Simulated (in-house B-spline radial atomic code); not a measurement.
Configurations of Ag5+, with energies counted from [Kr] 4d6. Computed with an all-electron radial atomic-structure program (B-spline basis): scalar-relativistic (X2C) r2SCAN0, spin-polarised, spherical fractional occupations, exact exchange averaged over the configuration, Fermi nucleus of rms radius 4.5454 fm. Shells without spins written out take the highest spin.

Occupations are held fixed; configurations that lie above the ionisation limit could autoionise.

```
            configuration  E - E(ref) (eV)  highest orbital  its <r> (bohr)
             [Kr] 4d5 5p1           30.074            5p up           2.258
             [Kr] 4d5 5f1           58.719            5f up           4.027
[Ar] 3d10 4s2 4p5 4d6 5d1            102.8            5d up           2.822
```

(1) Order these further configurations by energy, lowest first.
A. [Ar] 3d10 4s2 4p5 4d6 4f1
B. [Ar] 3d10 4s2 4p5 4d7
C. [Kr] 4d5 5s1
D. [Kr] 4d5 5d1

## Answers

(1) C (19.343 eV), D (44.81 eV), B (57.269 eV), A (102.31 eV).
